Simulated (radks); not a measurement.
Q: The mean radii <r> (bohr) of the occupied orbitals of an atom or ion are listed with their occupations. Method: non-relativistic Kohn-Sham, PBE, spin-polarised, spherical densities, point nucleus; computed with a radial shooting solver on a logarithmic mesh with Libxc functionals.

orbital  occ.     <r>
1s up       1  0.1580
1s down     1  0.1576
2s up       1  0.7599
2s down     1  0.7730
2p up       2  0.7008

Name the element and its charge. Open shells, if any, are filled with parallel spins first.

A: Z = 10, neon, charge +4: Ne4+ in [He] 2s2 2p2. The 1s radius gives Z: for a bare nucleus <r> = 1.5/Z, 0.15 bohr for Z = 10, and screening makes it slightly larger (0.1580 here). The occupations add up to 6, and the charge is Z minus that.
